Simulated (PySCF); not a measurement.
# Ionising TlC

PBE; basis Tl aug-cc-pVDZ-PP with ECP60, C aug-cc-pVDZ; scalar-relativistic core potentials; PySCF 2.14. Neutral (UKS): quartet (σ ↑, π ↑↑), Re = 2.317 Å, ωe = 397 cm⁻¹, De = 2.97 eV, HOMO -4.99 eV, LUMO -3.04 eV.

TlC⁺ (UKS): triplet (σ ↑, π ↑), Re = 2.976 Å, ωe = 151 cm⁻¹. The energies at the minima are -210.42985 hartree for TlC and -210.13421 for TlC⁺.

Question: Work out the adiabatic ionisation energy, without and with harmonic zero-point energies (1 hartree = 27.2114 eV, 1 eV = 8065.5 cm⁻¹), and the change of the bond length.

Answer: At PBE: 0.29564 hartree = 8.045 eV between the minima; the zero-point term (151.0 − 397.0)/2 cm⁻¹ = -0.015 eV makes it 8.030 eV. Re changes by +65.9 pm against the neutral. The electron leaves a π orbital, and the ion is left as a loose complex of an ion and an atom.

These are scalar-relativistic numbers at best; spin–orbit coupling would shift them, the dissociation energy most. States were picked by a PBE0 search and need not be the measured ground states.
